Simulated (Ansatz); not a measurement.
Geometry optimisation, RKS B3LYP-D4/def2-SVP (Ansatz 0.2.0).

Input file:

```yaml
crystal:
  periodic: [false, false, false]
  atoms:
    - { symbol: W, position_ang: [0.045007, -0.198731, 0.054777] }
    - { symbol: H, position_ang: [0.96288, 0.61838, 1.239951] }
    - { symbol: O, position_ang: [1.779643, -1.014125, -0.02626] }
    - { symbol: H, position_ang: [2.582826, -0.799572, 0.466641] }
    - { symbol: H, position_ang: [-0.785914, 1.018098, 0.866418] }
    - { symbol: Cl, position_ang: [-2.014994, -0.459531, -1.03204] }
    - { symbol: F, position_ang: [-0.524788, -1.360782, 1.380377] }
    - { symbol: F, position_ang: [0.52254, 1.114364, -1.161165] }
basis:
  gaussian: { orbitals: def2-SVP }
hamiltonian:
  xc: b3lyp
  dispersion: d4
relax:
  f_tol: 0.03
  max_steps: 50
output:
  orbitals: {}
```

Command:

```bash
$ ansatz run input.yaml --threads 2 --pin off --max-ram 3072MiB --backend cpu --events-out ev --progress --plain --runs-dir out
```

Question: Where does it end, and by what steps?

Answer: It converged. After 5 steps the energy has fallen by 0.033 eV; H4 moved furthest, 0.10 Å.

```csv
step,energy less start (eV),largest force component (eV/Å),accepted
0,0.0000,0.841,yes
1,0.0106,0.400,no
2,-0.0284,0.165,yes
3,-0.0304,0.103,yes
4,-0.0325,0.096,yes
5,-0.0327,0.025,yes
```

```xyz
8
Properties=species:S:1:pos:R:3
W 0.062 -0.188 0.067
H 0.886 0.688 1.254
O 1.763 -1.014 -0.043
H 2.604 -0.889 0.417
H -0.821 1.002 0.864
Cl -1.983 -0.472 -1.040
F -0.491 -1.342 1.409
F 0.546 1.133 -1.139
```

Whether the end is a true minimum wasn't checked by a vibrational analysis.

The run took 26 s on 2 threads of Arm Neoverse V1, with other jobs on the host, peak memory 0.25 GiB.
